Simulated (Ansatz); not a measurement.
Consider the hydrogenolysis of the Al–C bond: `B[CH2][Al]([CH3])[CH3]` + H₂ → `B[CH2][AlH][CH3]` + CH₄.

Calculated with Ansatz (gas phase, PBE0-D4/def2-TZVP geometries, no zero-point term in ΔE). CBS: MP2 limit from def2 TZ/QZ plus the TZ coupled-cluster correction, frozen cores. This one scheme is used for every species. Functionals use def2-TZVPP. Each species was taken in one conformer, which may not be the lowest.

CCSD(T)/CBS gives -0.22 eV.

Q: Another level gave -0.19 eV. Which?
A. PBE/def2-TZVPP
B. MP2/def2-TZVPP
C. CCSD/def2-TZVPP
D. HF/def2-TZVPP

A: B. MP2/def2-TZVPP -0.19, PBE -0.24, CCSD/def2-TZVPP -0.29, HF/def2-TZVPP -0.51 eV.

Largest T1 diagnostic among the species: 0.011.

From PBE to PBE0 (25 % exact exchange), in def2-TZVPP and without D4, ΔE moves by −0.04 eV. In def2-TZVPP, CCSD(T) changes the Hartree–Fock value by +0.27 eV (the triples alone add +0.05 eV) and MP2 by +0.32 eV.
